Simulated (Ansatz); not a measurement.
Isolated molecules relaxed with PBE0-D4/def2-TZVP in Ansatz; ΔE leaves out vibrations. CCSD(T)/CBS is the MP2 limit (def2-TZVPP, def2-QZVPP) plus CCSD(T) − MP2 in def2-TZVPP, frozen cores. This one scheme is used for every species. Functionals use def2-TZVPP. B3LYP here is the variant with VWN-RPA as its local correlation; programs differ in this. def2 core potentials past Kr. For Ge, Te outer-core shells are correlated without core-valence functions, which leaves a few kJ/mol of doubt a bond. Scalar relativity is left out up to krypton. One conformer a species, not always the lowest.

Consider the hydrogenolysis of a Te–C bond: `OC[Te][GeH3]` + H₂ → `[GeH3][TeH]` + CH₃OH.

**Question.** Is it downhill or uphill in electronic energy at CCSD(T)/CBS, and by how much? (An estimate is asked.)

**Answer.** Ansatz gave: Downhill: ΔE = -48.0 kJ/mol.

**Question.** What do these levels give: r2SCAN-D4, B3LYP-D4, ωB97M-V, PBE, PBE0, HF/def2-TZVPP, MP2/def2-TZVPP, SCS-MP2/def2-TZVPP, CCSD(T)/def2-TZVPP, HF/CBS(def2), MP2/CBS(def2), CCSD/CBS(def2)? (An estimate is asked.)

**Answer.** The calculation gave: r2SCAN-D4 -46.4, B3LYP-D4 -50.1, ωB97M-V -55.7, PBE -48.3, PBE0 -58.8, HF/def2-TZVPP -90.6, MP2/def2-TZVPP -44.9, SCS-MP2/def2-TZVPP -52.9, CCSD(T)/def2-TZVPP -54.2, HF/CBS(def2) -90.8, MP2/CBS(def2) -38.7, CCSD/CBS(def2) -56.8 kJ/mol.

Largest T1 diagnostic among the species: 0.011.

From PBE to PBE0 (25 % exact exchange), in def2-TZVPP and without D4, ΔE moves by −10.6 kJ/mol. In def2-TZVPP, CCSD(T) changes the Hartree–Fock value by +36.4 kJ/mol (the triples alone add +8.8 kJ/mol) and MP2 by +45.7 kJ/mol.
